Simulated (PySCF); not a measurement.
CdC and its ions

ROHF-MP2; basis Cd def2-SVPD with ECP28, C def2-SVPD; scalar-relativistic core potentials; PySCF 2.14. Neutral (ROHF): triplet (π ↑↑), Re = 2.169 Å, ωe = 374 cm⁻¹, De = 0.69 eV.

CdC⁺ (ROHF): doublet (π ↑), Re = 2.269 Å, ωe = 403 cm⁻¹, De = 0.86 eV to Cd⁺ + C. The energies at the minima are -204.94345 hartree for CdC and -204.63540 for CdC⁺.

Work out the adiabatic ionisation energy, without and with harmonic zero-point energies (1 hartree = 27.2114 eV, 1 eV = 8065.5 cm⁻¹), and the change of the bond length.

At ROHF-MP2: 0.30805 hartree = 8.382 eV between the minima; the zero-point term (403.0 − 374.0)/2 cm⁻¹ = +0.002 eV makes it 8.384 eV. Re changes by +10.0 pm against the neutral. The electron leaves a π orbital, and the longer bond of the ion fits a bonding orbital, or a change in how ionic the bond is.

CdC⁻ (UHF): quartet (σ ↑, π ↑↑), Re = 2.362 Å, ωe = 310 cm⁻¹. The energies at the minima are -204.94345 hartree for CdC and -204.98858 for CdC⁻.

Work out the adiabatic electron affinity, without and with harmonic zero-point energies (1 hartree = 27.2114 eV, 1 eV = 8065.5 cm⁻¹), and the change of the bond length.

At MP2: 0.04513 hartree = 1.228 eV between the minima; the zero-point term (374.0 − 310.0)/2 cm⁻¹ = +0.004 eV makes it 1.232 eV. Re changes by +19.3 pm against the neutral. The electron enters a σ orbital, and the longer bond of the ion fits an antibonding orbital, or a change in how ionic the bond is.

Correlated steps freeze 1 core orbital. UHF and ROHF references stand side by side, which adds small steps between rows. Correlated levels converge slowly with the basis: in double zeta they bind strong bonds too weakly, by up to about 1 eV, and carry superposition errors of some tenths. Spin–orbit coupling is left out. For an ion De counts to the pair picked by the measured ionisation energies or electron affinities, which need not be the lowest pair at this level. States were picked by a PBE0 search and need not be the measured ground states.

Neutral and ion stand on different kinds of reference determinant, which adds to the error of the difference.
